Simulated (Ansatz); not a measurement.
C3H10Si2 can be A, `C[SiH2]/C=C/[SiH3]`, or B, `C=C([SiH3])[SiH2]C`.

Program: Ansatz. Geometries: PBE0-D4/def2-TZVP. ΔE: electronic, gas phase. CBS: MP2 limit from def2 TZ/QZ plus the TZ coupled-cluster correction, frozen cores. DFT in def2-TZVPP. Each species was taken in one conformer, which may not be the lowest.

Which is lower in electronic energy at CCSD(T)/CBS, and by how much? (Best estimate.)

Computed: B, by 6.3 kJ/mol.

Give E(B) − E(A) in kJ/mol with MP2/def2-TZVPP, PBE-D4, HF/def2-TZVPP, r2SCAN-D4, LDA (SPW92), CCSD(T)/def2-SVP, PBE0-D4. (Estimate.)

Ansatz gave: MP2/def2-TZVPP -8.0, PBE-D4 -5.9, HF/def2-TZVPP -0.8, r2SCAN-D4 -5.2, LDA (SPW92) -5.5, CCSD(T)/def2-SVP -6.2, PBE0-D4 -6.4. None reverses the order clearly.

Does the order hold for the free energy at 298.15 K (harmonic terms from PBE0-D4)? (An estimate is asked.)

Computed: Yes: G(B) − G(A) = -5.3 kJ/mol, for one conformer each. Modes under 60 cm⁻¹, often nearly free rotors, make the harmonic entropy too high.

Largest T1 diagnostic: 0.011.

In def2-TZVPP, CCSD(T) changes the Hartree–Fock value by −5.5 kJ/mol (the triples alone add −1.0 kJ/mol) and MP2 by −7.2 kJ/mol. The D4 term adds −5.7 kJ/mol with B3LYP and −3.2 kJ/mol with PBE0; it sums over pairs of atoms, weighted by their polarisabilities, and B3LYP, whose exchange is more repulsive, gets the larger term.

B3LYP here is the variant with VWN-RPA as its local correlation; programs differ in this.
